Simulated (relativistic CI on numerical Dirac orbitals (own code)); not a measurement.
# Cu2+ in a cubic cluster: 2p photoemission with charge transfer

Computed with a charge-transfer multiplet model of a cubic metal-ligand cluster with up to one ligand hole, Slater and spin-orbit integrals from Dirac-Coulomb-Breit ions, Slater integrals scaled by 0.9. The ground state mixes d9 with configurations of k ligand holes L, whose averages lie at kΔ + k(k − 1)U_dd/2; a core hole lowers each added d electron by U_cd. 300 K, Lorentzian 0.6 eV and Gaussian 0.8 eV FWHM.

Atomic integrals in eV (Slater integrals scaled, ζ unscaled), ground: F2dd 12.450, F4dd 7.768, zeta_d 0.099; with the core hole: F2dd 12.450, F4dd 7.768, zeta_d 0.138, zeta_core 13.377, F2cd 7.943, G1cd 6.088, G3cd 3.464.

Cluster parameters (eV): Δ = 1.3, U_dd = 8.2, 10Dq = 0.9, 10Dq(ligand) = 1.5, V(eg) = 2.35, V(t2g) = -1.19, final-state hopping factor = 0.8.

```
          Case   n_d    d9  d10L     S
 U_cd = 7.4 eV  9.40  0.60  0.40  0.50
 U_cd = 9.2 eV  9.40  0.60  0.40  0.50
 U_cd = 9.8 eV  9.40  0.60  0.40  0.50
U_cd = 10.4 eV  9.40  0.60  0.40  0.50
  U_cd = 11 eV  9.40  0.60  0.40  0.50
```

Weights, n_d and S are thermal averages at 300 K. Binding energies count from the first peak over 30 % of the highest in each spectrum, which can be another peak from case to case. The parameters are a model scan and need not match a compound or its usual spin state. Peaks in eV (height, largest 100):
- U_cd = 7.4 eV: 0.0 (100), 6.3 (24), 9.3 (16), 20.1 (49), 26.7 (9), 28.1 (16)
- U_cd = 9.2 eV: 0.0 (100), 7.9 (31), 10.9 (18), 20.1 (49), 28.3 (12), 29.8 (19)
- U_cd = 9.8 eV: 0.0 (100), 8.5 (33), 11.5 (19), 20.1 (49), 28.9 (13), 30.4 (19)
- U_cd = 10.4 eV: 0.0 (100), 9.0 (35), 12.1 (20), 20.1 (50), 29.4 (14), 30.9 (20)
- U_cd = 11 eV: 0.0 (100), 9.5 (37), 12.6 (20), 20.0 (49), 29.9 (14), 31.4 (21)

For the case U_cd = 9.2 eV, Δ = 1.3 eV is smaller than U_dd = 8.2 eV, the charge-transfer side of the Zaanen-Sawatzky-Allen scheme. With the core hole the configuration with one ligand hole lies at Δ − U_cd = -6.1, -7.9, -8.5, -9.1, -9.7 eV from the one without, in the order of the table; where this is negative the screened configuration lies lower.
